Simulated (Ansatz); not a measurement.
Cost and result for the atomization energy of AlH5InNO (`[NH2][InH][AlH][OH]`) (9 atoms, 8 bonds).

Z-matrix (Å, degrees):
```
N
In 1 2.020
H 1 1.007 2 124.9
H 1 1.007 2 124.2 3 -180.0
Al 2 2.655 1 115.4 3 0.0
H 2 1.726 1 110.5 3 -180.0
O 5 1.702 2 115.3 1 179.8
H 5 1.595 2 127.2 1 -0.2
H 7 0.957 5 122.6 2 -180.0
```

The species carries charge 0 and has multiplicity 1. Correlated methods include outer-core shells of In, which these sets cover unevenly. In: def2 effective core potential. Geometry: relaxed with PBE0-D4/def2-TZVP. It is one conformer, not always the lowest. Program: Ansatz. All runs use 4 threads of an Arm Neoverse V1 on a shared host. Times are those of one run each, without the atoms' runs, and a repeat can differ threefold. Electronic energies, without spin–orbit coupling; frozen cores. CCSD(T)/CBS adds CCSD(T) − MP2 in def2-TZVPP to the MP2 limit, and its time is that of the two runs behind it. T1 = 0.016. With those shells the extrapolation isn't a true limit. HSE06 is the plane-wave form, built on full-range PBE exchange.

CCSD(T)/CBS is a level of theory with its own doubt, some kJ/mol a heavy atom from the limit and from the frozen cores, so smaller differences don't rank the functionals.

```csv
level,functions,wall time,atomization (kcal/mol),difference from CCSD(T)/CBS,per bond
LDA (SPW92)/def2-TZVPP,224,1.3 s,717.9,85.6,10.7
PBE0-D4/def2-TZVPP,224,2.9 s,616.3,-16.0,-2.0
BHLYP-D4/def2-TZVPP,224,2.9 s,602.2,-30.1,-3.8
HSE06-D4/def2-TZVPP,224,3.2 s,616.6,-15.7,-2.0
CAM-B3LYP-D4/def2-TZVPP,224,3.2 s,629.0,-3.3,-0.4
r2SCANh-D4/def2-TZVPP,224,4.8 s,619.3,-13.0,-1.6
CCSD(T)/def2-SVP,97,4.8 s,574.7,-57.6,-7.2
B2PLYP/def2-TZVPP,224,5.5 s,616.8,-15.5,-1.9
ωB97X-V/def2-TZVPP,224,8 s,631.3,-1.0,-0.1
B97M-V/def2-TZVPP,224,8 s,630.1,-2.2,-0.3
MP2/def2-QZVPP,416,17 s,629.8,-2.5,-0.3
CCSD(T)/def2-TZVPP,224,2.2 min,610.3,-22.0,-2.8
CCSD(T)/CBS(def2),–,2.5 min,632.3,0.0,0.0
```

From r2SCAN to r2SCAN0 (25 % exact exchange), in def2-TZVPP and without D4, the atomization energy moves by −13.8 kcal/mol: exact exchange takes away binding that semilocal exchange gives to molecules. Leaving LDA and LC-ωPBE aside and taking each functional with its dispersion term where it has one, the values spread over 29.0 kcal/mol, from BHLYP-D4 to ωB97X-V. LDA lies +91.2 kcal/mol from PBE without D4, its usual overbinding. The D4 term adds +5.7 kcal/mol with B3LYP and +3.0 kcal/mol with PBE0; it sums over pairs of atoms, weighted by their polarisabilities, and B3LYP, whose exchange is more repulsive, gets the larger term.

B3LYP here is the variant with VWN-RPA as its local correlation; programs differ in this.

Spin–orbit coupling would lower the free In atoms strongly, and the atomization energy with them, by more than many differences here.
